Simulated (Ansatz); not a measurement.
Relaxation of F3H4NOTi (10 atoms, charge 0, multiplicity 1), to a largest force component of 0.03 eV/Å in at most 50 steps.

Level of theory: RKS PBE0/def2-SVP (Ansatz).

```xyz
10
Properties=species:S:1:pos:R:3
Ti 0.201 -0.550 -0.380
O 0.544 0.212 2.613
H -0.321 0.636 2.562
F 1.376 0.674 -0.706
F -1.263 0.120 0.299
F -0.268 -1.292 -1.867
N 0.910 -2.025 0.751
H 0.782 -3.002 0.492
H 1.802 -1.893 1.226
H 0.323 -0.744 2.517
```

Task: Where does it end, and by what steps?

Result: The run converged. After 18 steps the energy has fallen by 0.565 eV; H3 moved furthest, 1.29 Å. Joined: Ti1–O2 (3.11 → 2.34 Å).

| step | energy less start (eV) | largest force component (eV/Å) | accepted |
| --- | --- | --- | --- |
| 0 | 0.0000 | 1.571 | yes |
| 1 | -0.1847 | 1.208 | yes |
| 2 | -0.2850 | 1.246 | yes |
| 3 | -0.3414 | 1.301 | yes |
| 4 | -0.3970 | 0.314 | yes |
| 5 | -0.4133 | 0.206 | yes |
| 6 | -0.4159 | 0.242 | yes |
| 7 | -0.4347 | 0.074 | yes |
| 8 | -0.4161 | 1.461 | no |
| 9 | -0.4468 | 0.149 | yes |
| 10 | -0.4606 | 0.187 | yes |
| 11 | -0.4735 | 0.845 | yes |
| 12 | -0.5145 | 0.588 | yes |
| 13 | -0.5220 | 0.429 | yes |
| 14 | -0.5169 | 1.206 | no |
| 15 | -0.5424 | 0.248 | yes |
| 16 | -0.5545 | 0.139 | yes |
| 17 | -0.5639 | 0.110 | yes |
| 18 | -0.5653 | 0.012 | yes |

```xyz
10
Properties=species:S:1:pos:R:3
Ti 0.107 -0.659 -0.033
O 0.470 -0.060 2.196
H 0.869 0.814 2.087
F 1.011 0.862 -0.165
F -1.538 -0.480 0.608
F -0.139 -1.148 -1.682
N 1.055 -2.134 0.548
H 1.283 -2.931 -0.039
H 1.405 -2.230 1.496
H -0.436 0.102 2.492
```

Whether the end is a true minimum wasn't checked by a vibrational analysis.

The run took 44 s on 4 threads of Arm Neoverse V2, on a shared host, peak memory 0.32 GiB.
